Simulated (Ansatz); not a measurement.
Reaction (redistribution): `C[SiH2][SiH2]Cl` + `C[SiH](O)N[SiH2]O` → `O[SiH2][SiH2][SiH2]Cl` + `CN[SiH](C)O`

Calculated with Ansatz (gas phase, PBE0-D4/def2-TZVP geometries, no zero-point term in ΔE). CCSD(T)/CBS is the MP2 limit (def2-TZVPP, def2-QZVPP) plus CCSD(T) − MP2 in def2-TZVPP, frozen cores. This one scheme is used for every species. Functionals use def2-TZVPP. B3LYP here is the variant with VWN-RPA as its local correlation; programs differ in this. One conformer a species, not always the lowest.

```tsv
level	ΔE (kJ/mol)	difference from CCSD(T)/CBS
PBE-D4	141.2	-22.6
PBE0-D4	148.9	-14.9
B3LYP-D4	157.7	-6.1
ωB97X-V	158.2	-5.6
PBE	138.5	-25.3
r2SCAN	159.6	-4.2
PBE0	146.7	-17.1
HF/def2-TZVPP	167.0	3.2
MP2/def2-TZVPP	174.2	10.4
SCS-MP2/def2-TZVPP	169.8	6.0
CCSD/def2-TZVPP	164.1	0.3
CCSD(T)/def2-TZVPP	163.4	-0.4
MP2/def2-QZVPP	174.6	10.8
SCS-MP2/def2-QZVPP	170.3	6.5
HF/CBS(def2)	167.7	3.9
MP2/CBS(def2)	174.6	10.8
CCSD(T)/CBS	163.8	0
```

Largest T1 diagnostic among the species: 0.012.

The D4 term adds +4.4 kJ/mol with B3LYP and +2.2 kJ/mol with PBE0; it sums over pairs of atoms, weighted by their polarisabilities, and B3LYP, whose exchange is more repulsive, gets the larger term. From PBE to PBE0 (25 % exact exchange), in def2-TZVPP and without D4, ΔE moves by +8.2 kJ/mol.
